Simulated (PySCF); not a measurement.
Electrostatic solvation of a mixed set.

Computed with PySCF at wB97X-D/def2-SVPD, non-relativistic, each on one gas-phase PBE0-D3(BJ)/def2-SVP geometry that isn't relaxed in the solvent. The solvent is an IEF-PCM continuum (van der Waals radii × 1.2). Only the electrostatic response of the medium enters.

**Question.** Order them by E(solvent) − E(gas) in chloroform (ε = 4.711), most negative first (kJ/mol).
A. `[CH3:1][S:2][c:3]1[cH:4][s:5][c:6]2[cH:7][cH:8][nH:9][c:10]12` with C1–S2–C3–C4 -6°
B. `[N:1]#[C:2][C@@H:3]1[SiH2:4][SiH2:5][CH2:6][C@@H:7]1[F:8]` with C2–C3–Si4–Si5 -155°, C3–Si4–Si5–C6 2°, Si4–Si5–C6–C7 26°, Si5–C6–C7–F8 62°
C. `[CH:1]#[C:2][Si@@H:3]1[CH2:4][C@@H:5]([F:6])[SiH2:7][NH:8]1` with C2–Si3–C4–C5 -87°, Si3–C4–C5–F6 -164°, C4–C5–Si7–N8 31°, C5–Si7–N8–Si3 -9°
D. `[N:1]#[C:2][Si@@H:3]1[SiH2:4][CH2:5][CH2:6][C@H:7]1[F:8]` with C2–Si3–Si4–C5 -108°, Si3–Si4–C5–C6 25°, Si4–C5–C6–C7 -52°, C5–C6–C7–F8 -61°

**Answer.** B (-25.8), A (-24.0), D (-19.2), C (-17.7).

```json
{"SMILES": "N#C[C@@H]1[SiH2][SiH2]C[C@@H]1F", "charge": "0", "ΔE (kJ/mol)": "-25.8", "polarisation term (kJ/mol)": "-30.6", "HOMO shift (eV)": "+0.21", "dipole gas (D)": "5.16", "dipole solvent (D)": "6.39", "atoms": "16", "lowest singlet, gas (eV)": "6.73", "lowest singlet, solvent (eV)": "6.74"}
{"SMILES": "CSc1csc2cc[nH]c12", "charge": "0", "ΔE (kJ/mol)": "-24.0", "polarisation term (kJ/mol)": "-26.8", "HOMO shift (eV)": "-0.06", "dipole gas (D)": "1.87", "dipole solvent (D)": "2.46", "atoms": "17", "lowest singlet, gas (eV)": "4.99", "lowest singlet, solvent (eV)": "4.96"}
{"SMILES": "N#C[Si@@H]1[SiH2]CC[C@H]1F", "charge": "0", "ΔE (kJ/mol)": "-19.2", "polarisation term (kJ/mol)": "-21.8", "HOMO shift (eV)": "+0.22", "dipole gas (D)": "3.14", "dipole solvent (D)": "3.78", "atoms": "16", "lowest singlet, gas (eV)": "6.13", "lowest singlet, solvent (eV)": "6.04"}
{"SMILES": "C#C[Si@@H]1C[C@@H](F)[SiH2]N1", "charge": "0", "ΔE (kJ/mol)": "-17.7", "polarisation term (kJ/mol)": "-19.2", "HOMO shift (eV)": "+0.12", "dipole gas (D)": "2.36", "dipole solvent (D)": "2.78", "atoms": "16", "lowest singlet, gas (eV)": "5.94", "lowest singlet, solvent (eV)": "6.00"}
```

The polarisation term is half the interaction of the solute with the induced surface charges. Singlets are vertical TDDFT energies (frozen core, non-equilibrium response), the lowest in each medium.

Note: wB97X-D ran without an empirical dispersion term, which enters the total energy and its gradient alone.
